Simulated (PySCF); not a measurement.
Job file and geometry (Å, from GFN2-xTB) of an NMR shielding run on SMILES C=C1CB[C@H](C)C1, C6H11B, GIAO PBE0/pcSseg-1 NMR shielding, non-relativistic, gas phase (PySCF); density fitting, a coarse starting grid and PySCF grid level 2 are the driver's defaults:

```
$ OMP_NUM_THREADS=1 python probes_run.py task.json out

{"job": {"kind": "nmr", "xc": "PBE0", "basis": "pcSseg-1"}, "charge": 0, "multiplicity": 1}
C      2.386384    -0.092468    -1.168821
C      1.324274    -0.071879    -0.384228
C      1.247055     0.597945     0.964894
B     -0.277083     0.923743     1.169046
C     -1.054488     0.266038    -0.041152
C     -2.387338    -0.432232     0.231276
C     -0.019492    -0.659856    -0.713908
H      2.372780    -0.568005    -2.135345
H      3.319529     0.358261    -0.873571
H      1.951609     1.426010     1.052221
H      1.552358    -0.124484     1.731611
H     -0.745680     1.540212     2.042161
H     -1.256805     1.092342    -0.739091
H     -2.814637    -0.828950    -0.688510
H     -2.246411    -1.258859     0.924862
H     -3.099668     0.262412     0.670255
H     -0.171563    -0.767859    -1.788044
H     -0.089582    -1.656054    -0.265311
```

**Question.** Write the output of this run.

**Answer.** 
```
coarse grid: 14424 points
cycle   1  E = -259.6183524386  dE =  7.705e-01  |g| = 4.562e-01  |ddm| = 3.721e+00
cycle   2  E = -259.6162319840  dE =  2.120e-03  |g| = 4.777e-01  |ddm| = 9.035e-01
cycle   3  E = -259.6772424661  dE = -6.101e-02  |g| = 3.859e-02  |ddm| = 4.896e-01
cycle   4  E = -259.6774062376  dE = -1.638e-04  |g| = 2.837e-02  |ddm| = 6.287e-02
cycle   5  E = -259.6775929683  dE = -1.867e-04  |g| = 7.774e-03  |ddm| = 2.904e-02
cycle   6  E = -259.6776073136  dE = -1.435e-05  |g| = 2.274e-03  |ddm| = 8.069e-03
cycle   7  E = -259.6776085725  dE = -1.259e-06  |g| = 2.621e-04  |ddm| = 2.158e-03
final grid: 137552 points
cycle   8  E = -259.7192602335  dE = -4.458e-05  |g| = 8.526e-03  |ddm| = 3.442e-02
cycle   9  E = -259.7192536341  dE =  6.599e-06  |g| = 9.975e-03  |ddm| = 1.815e-02
cycle  10  E = -259.7192795752  dE = -2.594e-05  |g| = 1.480e-03  |ddm| = 1.028e-02
cycle  11  E = -259.7192801069  dE = -5.317e-07  |g| = 2.549e-04  |ddm| = 1.388e-03
cycle  12  E = -259.7192801220  dE = -1.512e-08  |g| = 7.656e-05  |ddm| = 2.593e-04
cycle  13  E = -259.7192801234  dE = -1.383e-09  |g| = 1.977e-05  |ddm| = 8.404e-05
cycle  14  E = -259.7192801235  dE = -9.368e-11  |g| = 3.472e-06  |ddm| = 2.244e-05
converged SCF energy = -259.7192801235

GIAO shielding tensors (ppm)
atom      isotropic    diamagn.    paramagn.     s11        s22        s33       span
  0 C       74.653     250.397    -175.744    -29.137     98.089    155.009    184.145
  1 C       23.645     263.590    -239.945    -88.842     29.715    130.061    218.903
  2 C      144.077     253.059    -108.982    133.375    141.029    157.828     24.453
  3 B        4.926     189.238    -184.312    -68.431    -26.402    109.609    178.040
  4 C      142.417     252.025    -109.608    126.645    142.747    157.857     31.212
  5 C      169.227     243.918     -74.691    153.395    167.572    186.714     33.319
  6 C      139.237     248.650    -109.413    110.703    140.551    166.458     55.755
  7 H       26.388      31.070      -4.682     23.616     24.751     30.797      7.182
  8 H       26.563      30.296      -3.732     23.780     24.984     30.925      7.145
  9 H       29.035      30.845      -1.810     24.989     28.789     33.327      8.338
 10 H       29.448      29.928      -0.480     25.377     27.804     35.162      9.784
 11 H       23.543      30.126      -6.582     17.245     25.905     27.480     10.235
 12 H       30.190      31.975      -1.785     24.945     30.418     35.207     10.262
 13 H       30.333      28.741       1.592     25.646     28.868     36.484     10.838
 14 H       30.798      29.386       1.412     27.056     28.992     36.345      9.289
 15 H       30.037      28.051       1.986     25.536     27.530     37.045     11.508
 16 H       28.904      33.081      -4.177     25.019     29.020     32.675      7.656
 17 H       29.470      32.426      -2.956     25.396     29.904     33.109      7.713
```

Size and cost of the density-fitted run: 174 basis functions, 46 s wall time on 1 thread of an Arm Neoverse N1, shared host; peak memory 0.78 GiB.
